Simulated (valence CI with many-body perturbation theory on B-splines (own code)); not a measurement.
# Which ion has this spectrum?

A relativistic CI+MBPT calculation for an atom or ion with 39 electrons gives these levels (cm⁻¹):

| J | Parity | E | g |
| --- | --- | --- | --- |
| 3/2 | even | 0 | 0.73 |
| 5/2 | even | 244094 | 1.06 |
| 3/2 | even | 265364 | 1.17 |
| 7/2 | even | 282885 | 1.04 |
| 9/2 | even | 283683 | 1.04 |
| 1/2 | even | 285464 | 1.81 |
| 5/2 | even | 368898 | 1.24 |
| 7/2 | even | 521491 | 1.13 |
| 9/2 | even | 540074 | 1.13 |
| 3/2 | even | 555560 | 1.11 |
| 1/2 | even | 566691 | 1.51 |
| 5/2 | even | 570286 | 1.30 |
| 11/2 | even | 575588 | 1.09 |
| 5/2 | even | 603794 | 1.09 |

The energies are calculated, and their last digits are not significant.

Task: Which is it?
A. At46+
B. Rn47+
C. Tl42+
D. Bi44+

Result: D. Bi44+, ground level (4d3/2^3) J=3/2.
